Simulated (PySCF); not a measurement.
Broadened absorption spectrum of C7H4FNO

Compound: C₇H₄FNO.
Bonds: O1–C2 (double), C2–N3 (double), N3–C4, C4–C5 (aromatic), C5–C6 (aromatic), C6–C7 (aromatic), C7–F8, C7–C9 (aromatic), C9–C10 (aromatic), C4–C10 (aromatic). Hydrogens: H11 on C5; H12 on C6; H13 on C9; H14 on C10.

Level of theory: PySCF, TDDFT B3LYP/def2-SVPD, vertical, gas phase, core orbitals frozen in the response. One conformer (not necessarily the lowest) at the GFN2-xTB geometry, without solvent, vibrations or thermal averaging. Torsions of this conformer, `[O:1]=[C:2]=[N:3][c:4]1[cH:5][cH:6][c:7]([F:8])[cH:9][cH:10]1`: C2–N3–C4–C5 179°.

Computed states:

| state | E (eV) | f |
| --- | --- | --- |
| S1 | 4.90 | 0.027 |
| S2 | 5.32 | 0.0004 |
| S3 | 5.46 | 0.276 |
| S4 | 6.48 | 0.0001 |
| S5 | 6.58 | 0.278 |
| S6 | 6.61 | 0.0008 |
| S7 | 6.69 | 0.0055 |
| S8 | 6.72 | 0.433 |

Broadening: Gaussians 0.25 eV wide at half height, area fixed by f = 4.319×10⁻⁹ ∫ε dν̃. The width is an assumption, not a result. The curve ends short of the highest state used, and states not computed would add to its high-energy end.

(1) Give the broadened spectrum and its maxima.

(2) On this curve, what absorbance would a 10⁻³ mol/L sample give at 222 nm over a 1 cm path?

(3) Coming from long wavelengths, where does ε first pass 100 L mol⁻¹ cm⁻¹?

(4) Does any computed singlet lie in the visible range?

Answers

(1) 
| λ (nm) | ε (L mol⁻¹ cm⁻¹) |
| --- | --- |
| 202.7 | 2 |
| 205.2 | 0 |
| 207.7 | 0 |
| 210.1 | 6 |
| 212.6 | 74 |
| 215.1 | 551 |
| 217.5 | 2501 |
| 220.0 | 8071 |
| 222.5 | 17701 |
| 224.9 | 26773 |
| 227.4 | 29560 |
| 229.9 | 23769 |
| 232.3 | 14584 |
| 234.8 | 6687 |
| 237.2 | 2500 |
| 239.7 | 796 |
| 242.2 | 479 |
| 244.6 | 807 |
| 247.1 | 1517 |
| 249.6 | 2320 |
| 252.0 | 2827 |
| 254.5 | 2819 |
| 257.0 | 2299 |
| 259.4 | 1581 |
| 261.9 | 898 |
| 264.4 | 431 |
| 266.8 | 183 |
| 269.3 | 65 |
| 271.7 | 21 |
| 274.2 | 6 |

Maxima: 253 nm (4.90 eV), ε about 2900, made up of S1 (100%); 227 nm (5.46 eV), ε about 30000, made up of S3 (100%) (ε in L mol⁻¹ cm⁻¹; maxima over ε = 5, shares over 10%). At its high-energy end, 6.12 eV, the curve is still rising (ε about 2.1, from S5).

(2) 222 nm is 5.585 eV, where ε is about 16000 L mol⁻¹ cm⁻¹, so A = ε c l ≈ 16 (Beer–Lambert, with the gas-phase spectrum and the assumed width).

(3) At about 268 nm (4.62 eV), 0.28 eV below S1.

(4) No computed singlet lies in the visible range (380 to 750 nm); the lowest, at 253 nm, stands 1.63 eV above its violet end (3.26 eV).

On one thread of an Arm Neoverse V1, on a shared host, this took 68 s (grids of density and orbitals included).
